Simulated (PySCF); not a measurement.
## Polarisability and C₆ of K⁺ (potassium, charge +1)

[Ar], closed-shell 1S. Computed with PySCF 2.14 in aug-cc-pwCVTZ-X2C, with the spin-free X2C one-electron Hamiltonian (Gaussian nucleus). Coupled (time-dependent) response in atomic units; α is the mean over directions.

```json
{"method": "wB97X-V", "mean α (bohr³)": "5.572", "C₆ (like pair)": "23.80", "S(−4)": "5.968"}
```

S(−4) is the Cauchy moment in α(ω) = α(0) + S(−4) ω² + …

α(iu) at wB97X-V:

```json
{"u (hartree)": "0", "α(iu) (bohr³)": "5.572"}
{"u (hartree)": "0.0500", "α(iu) (bohr³)": "5.558"}
{"u (hartree)": "0.100", "α(iu) (bohr³)": "5.514"}
{"u (hartree)": "0.200", "α(iu) (bohr³)": "5.345"}
{"u (hartree)": "0.300", "α(iu) (bohr³)": "5.089"}
{"u (hartree)": "0.500", "α(iu) (bohr³)": "4.430"}
{"u (hartree)": "0.750", "α(iu) (bohr³)": "3.565"}
{"u (hartree)": "1.00", "α(iu) (bohr³)": "2.824"}
{"u (hartree)": "1.50", "α(iu) (bohr³)": "1.805"}
{"u (hartree)": "2.00", "α(iu) (bohr³)": "1.217"}
{"u (hartree)": "3.00", "α(iu) (bohr³)": "0.6446"}
{"u (hartree)": "5.00", "α(iu) (bohr³)": "0.2672"}
```

A single London oscillator, α(iu) = α/(1 + u²/ω²), gives C₆ = (3/4) ω α². Matching the computed C₆ needs ω = 4 × 23.80 / (3 × 5.572²) = 1.02 hartree.

For an ion, C₆ is the dispersion term alone; charge-induced terms of lower order in 1/R come first.
